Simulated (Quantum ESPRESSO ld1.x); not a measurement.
The terbium ion Tb3+, configuration [Xe] 4f8. Method: scalar-relativistic Kohn-Sham, LDA (Slater exchange, VWN5 correlation), spin-polarised, spherical densities, point nucleus; open shells are filled with parallel spins first; computed with ld1.x of Quantum ESPRESSO 7.5. Some entries of the table are withheld. Estimate them.

orbital,occ.,eigenvalue (eV),<r> (bohr)
1s down,1,-51845.2,0.02152
1s up,1,-51845.2,0.02152
2s up,1,-8622.02,0.09156
2s down,1,-8621.92,0.09156
2p up,3,-7668.03,0.08091
2p down,3,-7667.96,0.08091
3s up,1,-1938.27,0.2397
3s down,1,-1935.82,0.2396
3p up,3,-1644.09,0.2384
3p down,3,-1641.66,0.2382
3d up,5,-1259.74,0.2168
3d down,5,-1257.84,0.2165
4s up,1,-411.349,0.5412
4s down,1,-406.078,0.5414
4p up,3,-314.309,0.5731
4p down,3,-309.107,0.5734
4d up,5,-181.068,0.6216
4d down,5,-175.986,0.6228
5s up,1,-77.7978,1.291
5s down,1,-75.2672,1.307
5p up,3,-53.7732,1.492
5p down,3,-51.8752,1.518
4f up,7,-36.2872,0.8167
4f down,1,-31.7944,0.8486
5d up,0,-25.3518,2.100
5d down,0,-24.4894,2.157
6s up,0,-22.9597,3.016
6s down,0,-22.5743,3.054
6p up,0,-17.2431,3.582
6p down,0,-16.9585,3.631
5f up,0,(1),4.665
5f down,0,(2),4.756

Answer. 
(1) 5f up eigenvalue (eV): -8.9992
(2) 5f down eigenvalue (eV): -8.8912
